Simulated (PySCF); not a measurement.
Si(H)(Cl)3 cation (Cl₃HSi), SMILES Cl[SiH](Cl)Cl (connectivity only; charge and spin as stated), charge +1, multiplicity 2. Atoms are numbered in the order given.

```xyz
5

Si     0.0000     0.0000     0.2293
Cl    -1.7181    -0.9920    -0.0988
Cl     0.0000     1.9839    -0.0988
Cl     1.7181    -0.9920    -0.0988
H      0.0000     0.0000     1.8285
```
Charge +1, spin multiplicity 2.

Geometry: r2SCAN-D4/def2-SVP. The spin state was assumed, not searched. The isomer is the one that the SMILES or the coordinates give; other isomers of the formula were not compared.

Method: r2SCAN-D4/def2-SVP run with PySCF 2.14.0.

Frequencies are harmonic and unscaled.

Modes within 1.5 cm⁻¹ of each other (mostly degenerate sets) share a row, with their intensities summed.

Question: List the normal modes with their intensities. (An estimate is asked for; the answer gives what the named calculation found.)

Answer: 
```
mode  ν (cm⁻¹)  IR (km/mol)  moving atoms (share of kinetic energy)
----  --------  -----------  --------------------------------------
1–2        169         13.0                        Cl 88 %, Si 11 %
3          215          9.7                        Si 71 %, Cl 27 %
4–5        308        135.3                         H 87 %, Si 12 %
6          412          0.4                                 Cl 94 %
7–8        658        136.8                Si 55 %, Cl 35 %, H 10 %
9         1518        291.5                                  H 98 %
```
